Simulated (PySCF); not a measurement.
C6H9BGeO2, SMILES OB(O)c1cc[c]([GeH3])cc1, GFN2-xTB optimised geometry.

```
19

Ge     3.27     0.00     0.02
C      1.32     0.00     0.00
C      0.61     1.05    -0.56
C     -0.77     1.05    -0.56
C     -1.50     0.00     0.00
C     -0.77    -1.05     0.56
C      0.61    -1.05     0.56
B     -3.09     0.00     0.00
O     -3.81    -1.15     0.00
O     -3.81     1.15     0.00
H      3.81     0.94    -1.01
H      3.81     0.44     1.35
H      3.81    -1.37    -0.24
H      1.15     1.88    -1.01
H     -1.30     1.88    -1.01
H     -1.30    -1.88     1.01
H      1.15    -1.88     1.00
H     -3.30    -1.95    -0.01
H     -3.30     1.95     0.01
```

Density from PBE0/def2-SVP in PySCF 2.14.0 at that geometry.

Minimum of the electron density along straight lines between bonded atoms, close to the bond critical point (lines longer than 1.1 times the sum of covalent radii, or with two minima, are not listed):

```json
[
 {"bond": "Ge1–C2", "length / Å": "1.951", "ρ at the minimum / e bohr⁻³": "0.129", "∇²ρ there / e bohr⁻⁵": "0.06", "position (fraction from the first atom)": "0.47"},
 {"bond": "C2–C3", "length / Å": "1.389", "ρ at the minimum / e bohr⁻³": "0.309", "∇²ρ there / e bohr⁻⁵": "-0.78", "position (fraction from the first atom)": "0.50"},
 {"bond": "C3–C4", "length / Å": "1.382", "ρ at the minimum / e bohr⁻³": "0.314", "∇²ρ there / e bohr⁻⁵": "-0.81", "position (fraction from the first atom)": "0.50"},
 {"bond": "C4–C5", "length / Å": "1.395", "ρ at the minimum / e bohr⁻³": "0.305", "∇²ρ there / e bohr⁻⁵": "-0.76", "position (fraction from the first atom)": "0.51"},
 {"bond": "C5–C6", "length / Å": "1.396", "ρ at the minimum / e bohr⁻³": "0.305", "∇²ρ there / e bohr⁻⁵": "-0.76", "position (fraction from the first atom)": "0.49"},
 {"bond": "C2–C7", "length / Å": "1.390", "ρ at the minimum / e bohr⁻³": "0.308", "∇²ρ there / e bohr⁻⁵": "-0.78", "position (fraction from the first atom)": "0.50"},
 {"bond": "C6–C7", "length / Å": "1.381", "ρ at the minimum / e bohr⁻³": "0.314", "∇²ρ there / e bohr⁻⁵": "-0.81", "position (fraction from the first atom)": "0.50"},
 {"bond": "C5–B8", "length / Å": "1.595", "ρ at the minimum / e bohr⁻³": "0.176", "∇²ρ there / e bohr⁻⁵": "-0.15", "position (fraction from the first atom)": "0.68"},
 {"bond": "B8–O9", "length / Å": "1.352", "ρ at the minimum / e bohr⁻³": "0.207", "∇²ρ there / e bohr⁻⁵": "1.14", "position (fraction from the first atom)": "0.33"},
 {"bond": "B8–O10", "length / Å": "1.352", "ρ at the minimum / e bohr⁻³": "0.207", "∇²ρ there / e bohr⁻⁵": "1.14", "position (fraction from the first atom)": "0.33"},
 {"bond": "Ge1–H11", "length / Å": "1.494", "ρ at the minimum / e bohr⁻³": "0.142", "∇²ρ there / e bohr⁻⁵": "0.08", "position (fraction from the first atom)": "0.59"},
 {"bond": "Ge1–H12", "length / Å": "1.496", "ρ at the minimum / e bohr⁻³": "0.141", "∇²ρ there / e bohr⁻⁵": "0.08", "position (fraction from the first atom)": "0.59"},
 {"bond": "Ge1–H13", "length / Å": "1.495", "ρ at the minimum / e bohr⁻³": "0.142", "∇²ρ there / e bohr⁻⁵": "0.08", "position (fraction from the first atom)": "0.59"},
 {"bond": "C3–H14", "length / Å": "1.083", "ρ at the minimum / e bohr⁻³": "0.283", "∇²ρ there / e bohr⁻⁵": "-1.07", "position (fraction from the first atom)": "0.63"},
 {"bond": "C4–H15", "length / Å": "1.083", "ρ at the minimum / e bohr⁻³": "0.281", "∇²ρ there / e bohr⁻⁵": "-1.05", "position (fraction from the first atom)": "0.62"},
 {"bond": "C6–H16", "length / Å": "1.083", "ρ at the minimum / e bohr⁻³": "0.281", "∇²ρ there / e bohr⁻⁵": "-1.05", "position (fraction from the first atom)": "0.62"},
 {"bond": "C7–H17", "length / Å": "1.083", "ρ at the minimum / e bohr⁻³": "0.282", "∇²ρ there / e bohr⁻⁵": "-1.07", "position (fraction from the first atom)": "0.63"},
 {"bond": "O9–H18", "length / Å": "0.956", "ρ at the minimum / e bohr⁻³": "0.361", "∇²ρ there / e bohr⁻⁵": "-2.43", "position (fraction from the first atom)": "0.81"},
 {"bond": "O10–H19", "length / Å": "0.956", "ρ at the minimum / e bohr⁻³": "0.361", "∇²ρ there / e bohr⁻⁵": "-2.43", "position (fraction from the first atom)": "0.81"}
]
```
